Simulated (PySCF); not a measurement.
BFO, SMILES O=BF. Atoms are numbered in the order given.

```xyz
3

F      0.0000     0.0000     1.1962
B      0.0000     0.0000    -0.0860
O      0.0000     0.0000    -1.2920
```

The structure is a stationary point at PBE0-D3(BJ)/def2-TZVP.

Level of theory: PBE/def2-TZVPD (PySCF).

Mulliken values depend strongly on the basis, most of all with diffuse functions as here. ESP charges are fitted to the potential on shells at 1.4 to 2.0 van der Waals radii. Atomic charges (e):

| atom | Mulliken | ESP fit | meta-Löwdin |
|---|---|---|---|
| F1 | -0.17 | -0.15 | -0.21 |
| B2 | 0.32 | 0.67 | 0.63 |
| O3 | -0.16 | -0.52 | -0.42 |
